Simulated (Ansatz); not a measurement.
```xyz
13

C    -0.784   -1.254    1.621
B    -1.227   -0.204    0.568
Si   -0.381   -0.049   -1.249
Si    1.530    1.276   -0.919
F     2.346    1.455   -2.292
H    -0.117   -0.698    2.303
H    -0.219   -2.109    1.248
H    -1.605   -1.597    2.257
H    -2.029    0.628    0.893
H    -1.230    0.629   -2.269
H     0.089   -1.354   -1.797
H     1.178    2.635   -0.431
H     2.449    0.643    0.065
```

The species carries charge 0 and has multiplicity 1.

Q: List the ωB97M-V/def2-TZVPP orbital energies in eV (Ansatz 0.2.0). (Estimate.)

A: The calculation gave: Occupied: -1807.82, -1806.49, -677.26, -281.12, -188.26, -148.79, -147.66, -102.95, -102.88, -102.88, -101.78, -101.76, -101.74, -35.77, -22.75, -18.83, -17.45, -15.66, -15.18, -15.15, -14.66, -14.22, -13.92, -12.60, -11.94, -11.54, -10.79, -9.81. Lowest empty: -0.29, 1.42, 2.13, 2.43, 2.72, 3.02, 3.23, 3.49.
